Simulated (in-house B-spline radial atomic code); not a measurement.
V V (V4+): [Ar] 3d1

Method: non-relativistic Hartree-Fock, spin-polarised, averaged over the determinants with the given up and down occupations, point nucleus. Calculated with a B-spline radial code for spherical atoms.

Screening seen three ways: the hydrogenic charge with the same mean radius, Z_r = [3n² - l(l+1)]/(2<r>), the one with the same energy, Z_e = n√(-2ε), and Slater's rules. Values are occupation-weighted means over spin.

| shell | electrons | ε (eV) | <r> (bohr) | Z_r | Z_e | Slater |
| --- | --- | --- | --- | --- | --- | --- |
| 1s | 2 | -5539.7 | 0.06701 | 22.39 | 20.18 | 22.70 |
| 2s | 2 | -707.65 | 0.3087 | 19.44 | 14.42 | 18.85 |
| 2p | 6 | -602.73 | 0.2738 | 18.26 | 13.31 | 18.85 |
| 3s | 2 | -140.1 | 0.9284 | 14.54 | 9.63 | 11.75 |
| 3p | 6 | -107.42 | 0.9745 | 12.83 | 8.43 | 11.75 |
| 3d | 1 | -65.545 | 1.071 | 9.80 | 6.58 | 5.00 |

The least bound orbital is 3d up at -65.54 eV, and it is also the most diffuse (<r> = 1.071 bohr).
